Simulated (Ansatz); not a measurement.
n-GeSiSiGeH10 (Si2Ge2H10). The state is a singlet with charge 0. Geometry PBE-D4/def2-SVP; atoms count from 1.

```xyz
14

Ge    0.2639    1.6186   -1.7839
Ge   -0.2468   -2.3828    0.3663
Si   -0.5128    1.4638    0.4766
Si    0.4905   -0.4022    1.4939
H     1.8118    1.7301   -1.8045
H    -0.1397    0.3431   -2.5719
H    -0.3292    2.8548   -2.5106
H    -0.1860    2.7373    1.2144
H    -2.0098    1.2866    0.4802
H     0.1390   -0.4896    2.9576
H     1.9891   -0.2877    1.3737
H     0.1340   -2.3110   -1.1369
H     0.3875   -3.6610    0.9758
H    -1.7915   -2.4999    0.4694
```

Another isomer (singlet) lies 0.23 eV lower at PBE0-D4/def2-TZVP; other spin states weren't run for this one.

Estimate the Mulliken populations from the PBE0/def2-TZVP orbitals of Ansatz.


| atom | charge (e) |
| --- | --- |
| Ge1 | -0.03 |
| Ge2 | -0.03 |
| Si3 | -0.02 |
| Si4 | -0.03 |
| H5 | 0.02 |
| H6 | 0.02 |
| H7 | 0.02 |
| H8 | 0.00 |
| H9 | 0.00 |
| H10 | 0.00 |
| H11 | 0.00 |
| H12 | 0.02 |
| H13 | 0.02 |
| H14 | 0.02 |
Mulliken values depend strongly on the basis.

And the Mayer bond orders between heavy atoms (over 0.3)?

Ge1–Si3 0.94 (2.40 Å); Ge2–Si4 0.94 (2.40 Å); Si3–Si4 0.95 (2.35 Å).
